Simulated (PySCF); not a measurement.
**Molecular orbitals of KPb**

M06 at R = 3.340 Å; basis K def2-SVPD, Pb def2-SVPD with ECP60; scalar-relativistic core potentials; PySCF 2.14. State: ⁴Σ⁻ (quartet), unpaired electrons σ ↑, π ↑↑. Only the outer orbitals are listed, counted within each symmetry, core potentials removing the inner ones.

```tsv
spin	orbital	occ.	ε (eV)	on K (%)	main shells (%)
α	9σ	1	-11.42	1	99 Pb s
α	10σ	1	-3.54	28	71 Pb p, 24 K s
α	5π	1	-3.06	10	89 Pb p
α	5π	1	-3.06	10	89 Pb p
α	11σ	0	-1.40	90	45 K s, 45 K p
β	9σ	1	-10.81	-1	100 Pb s
β	10σ	0	-2.09	70	54 K s, 26 Pb p, 16 K p
β	11σ	0	-1.27	42	57 Pb p, 31 K p, 10 K s
β	5π	0	-0.97	22	78 Pb p, 18 K p
```

Problem. Which are the highest filled and the lowest empty level, where do they sit, and how wide is the gap?

Solution. Highest filled α 5π at -3.06 eV (in %: 89 Pb p); lowest empty β 10σ at -2.09 eV (in %: 54 K s, 26 Pb p, 16 K p); the gap at M06 is 0.97 eV.

* bond order (Mayer): 0.76
* ⟨S²⟩: 3.751
* charge on K (Mulliken, basis-dependent): 0.52
* charge on K (Löwdin, basis-dependent): 0.38
* dipole moment (positive dipole means K(−)Pb(+)): -8.98 D

Shares are Mulliken populations and can fall outside 0 to 100 %.

Spin–orbit coupling is left out, which matters for elements this heavy, above all for dissociation energies. The state is the lowest determinant that a PBE0 search found; another state may lie lower at other levels.
